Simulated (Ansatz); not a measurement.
`CB[SiH2][SiH2][AlH2]` + `C=N` → `C=NBC` + `[AlH2][SiH2][SiH3]` at 700 K and 1 bar (cleavage of the B–Si bond).

Gas-phase electronic energies from Ansatz, PBE0-D4/def2-TZVP geometries. CCSD(T)/CBS is the MP2 limit (def2-TZVPP, def2-QZVPP) plus CCSD(T) − MP2 in def2-TZVPP, frozen cores. This one scheme is used for every species. Each species was taken in one conformer, which may not be the lowest.

| species | CCSD(T)/CBS energy (Eh) | H − E (kJ/mol) | S (J/(mol·K)) |
| --- | --- | --- | --- |
| `CB[SiH2][SiH2][AlH2]` | -888.99512 | 369.2 | 594.2 |
| `C=N` | -94.52360 | 135.6 | 268.6 |
| `C=NBC` | -159.21633 | 274.2 | 396.8 |
| `[AlH2][SiH2][SiH3]` | -824.34741 | 225.8 | 484.0 |

H − E and S are ideal-gas, rigid-rotor, harmonic terms from PBE0-D4/def2-TZVP, for one conformer and one mirror image of each species. 1 Eh = 2625.50 kJ/mol, R = 8.31446 J/(mol·K).

By hand: ΔE, ΔH, ΔS and ΔG.

ΔE = (-159.21633) + (-824.34741) − (-888.99512) − (-94.52360) = -0.04502 Eh = -118.2 kJ/mol. Δ(H − E) = 274.2 + 225.8 − 369.2 − 135.6 = -4.8, so ΔH = -123.0 kJ/mol. ΔS = 396.8 + 484.0 − 594.2 − 268.6 = 18.0 J/(mol·K). ΔG = -123.0 − 700 × (18.0)/1000 = -135.6 kJ/mol.

By hand: the equilibrium constant, and the temperature at which ΔG would vanish if ΔH and ΔS stayed fixed.

log₁₀ K = −ΔG/(RT ln 10) = 10.1. ΔH and −TΔS have one sign here, so there is no such temperature.

ΔH outweighs TΔS. A doubt of 5 kJ/mol in ΔE shifts log₁₀ K by 0.4 here. Other conformers and mirror images would add mixing entropy, several J/(mol·K) or more a flexible species. Modes under 60 cm⁻¹, often nearly free rotors, make the harmonic entropy too high. These are equilibria of isolated gas molecules and say nothing of rates. Largest T1 diagnostic: 0.014 (customary marks: 0.02 for closed shells, 0.045 for open ones).
